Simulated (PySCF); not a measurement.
Cl2GaHS, SMILES [SH][Ga]([Cl])[Cl].

Geometry: B3LYP-D3(BJ)/def2-SVP. The structure was generated by enumeration; whether it is a known compound was not checked. Other conformers were not sampled.

All values below come from B3LYP/def2-TZVP (PySCF).

Symmetry labels are those of the subgroup Cs that the program uses (full group Cs).

List the valence orbital energies around the gap with their symmetry. (An estimate is asked for; the answer gives what the named calculation found.)


| orbital | symmetry | energy (eV) |
|---|---|---|
| HOMO−7 | A' | -11.75 |
| HOMO−6 | A' | -10.51 |
| HOMO−5 | A' | -10.01 |
| HOMO−4 | A" | -9.69 |
| HOMO−3 | A" | -9.19 |
| HOMO−2 | A' | -9.02 |
| HOMO−1 | A' | -8.94 |
| HOMO | A" | -8.08 |
| LUMO | A' | -2.08 |
| LUMO+1 | A" | -1.57 |
| LUMO+2 | A' | -0.27 |
| LUMO+3 | A' | 1.09 |
